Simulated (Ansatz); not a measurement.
The cluster HfSe2⁺ was relaxed with PBE0-D4 (def2-TZVP) in Ansatz in these states: charge +1 doublet, charge +1 quartet. The geometries follow in no particular order.

In the def2 sets Hf takes a core potential; there is no spin–orbit coupling.

A:

Cartesian coordinates in Å:
```
Hf 0.793 0.575 -0.512
Se 0.622 -0.551 1.538
Se -1.415 -0.025 -1.027
```

B:

```
atom   x (Å)   y (Å)   z (Å)
 Hf1   0.102  -0.534  -1.173
 Se2  -0.679  -0.972   1.093
 Se3   0.577   1.507   0.080
```

Task: Judge from the bond lengths which geometry belongs to which state (an estimate).

Result: A is the charge +1 doublet (Hf1–Se3 2.345 Å, Hf1–Se2 2.345 Å); B is the charge +1 quartet (Hf1–Se3 2.442 Å, Hf1–Se2 2.436 Å).

At PBE0-D4/def2-TZVP a doublet lies 1.38 eV below the charge +1 quartet. These are the stationary points nearest to one start from a short search; other shapes may lie lower in each state.
